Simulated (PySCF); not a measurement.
**Correlation energy of Zn²⁺ (zinc, charge +2)**

[Ar] 3d10, closed-shell 1S. All numbers are calculated (PySCF 2.14, scalar relativity by spin-free X2C-1e, in cc-pVDZ-DK). Frozen: [Ar]; 10 electrons correlated.

Total MP2 correlation energy: -373.80 mhartree.

Same-spin part -142.19 and opposite-spin part -231.62 mhartree; SCS-MP2 scales them by 1/3 and 6/5 to -325.34 mhartree.

```json
{"level": "CCSD", "correlation energy (mhartree)": "-337.73"}
{"level": "(T)", "correlation energy (mhartree)": "-3.68"}
{"level": "CCSD(T)", "correlation energy (mhartree)": "-341.41"}
```

Diagnostics: T1 = 0.0078, D1 = 0.0110, largest double amplitude 0.019.

Cost of the coupled-cluster step: 0.14 s of wall time on 1 thread of Intel(R) Xeon(R) 6975P-C (shared host), for 10 correlated electrons.

Iterations:

```
CC2 = 0
CCSD nocc = 5, nmo = 34
frozen orbitals [0, 1, 2, 3, 4, 5, 6, 7, 8]
max_cycle = 100
direct = 0
conv_tol = 1e-08
conv_tol_normt = 1e-06
diis_space = 8
diis_start_cycle = 0
Init t2, MP2 energy = -1793.73472640236  E_corr(MP2) -0.37380475627379
Init E_corr(CCSD) = -0.373804756273902
cycle = 1  E_corr(CCSD) = -0.328550456330314  dE = 0.0452542999  norm(t1,t2) = 0.037534
cycle = 2  E_corr(CCSD) = -0.340057655584545  dE = -0.0115071993  norm(t1,t2) = 0.0140257
cycle = 3  E_corr(CCSD) = -0.337819512610269  dE = 0.00223814297  norm(t1,t2) = 0.00637686
cycle = 4  E_corr(CCSD) = -0.33768637799452  dE = 0.000133134616  norm(t1,t2) = 0.000428947
cycle = 5  E_corr(CCSD) = -0.337736214513405  dE = -4.98365189e-05  norm(t1,t2) = 5.3618e-05
cycle = 6  E_corr(CCSD) = -0.337735333462761  dE = 8.81050645e-07  norm(t1,t2) = 6.16269e-06
cycle = 7  E_corr(CCSD) = -0.33773457869595  dE = 7.54766811e-07  norm(t1,t2) = 1.15543e-06
cycle = 8  E_corr(CCSD) = -0.337734549993278  dE = 2.87026721e-08  norm(t1,t2) = 2.32793e-07
cycle = 9  E_corr(CCSD) = -0.337734575328633  dE = -2.5335355e-08  norm(t1,t2) = 5.44283e-08
cycle = 10  E_corr(CCSD) = -0.337734579222876  dE = -3.89424354e-09  norm(t1,t2) = 9.20451e-09
CCSD converged
E(CCSD) = -1793.698656225304  E_corr = -0.3377345792228763
CCSD(T) correction = -0.00367844837990574
```
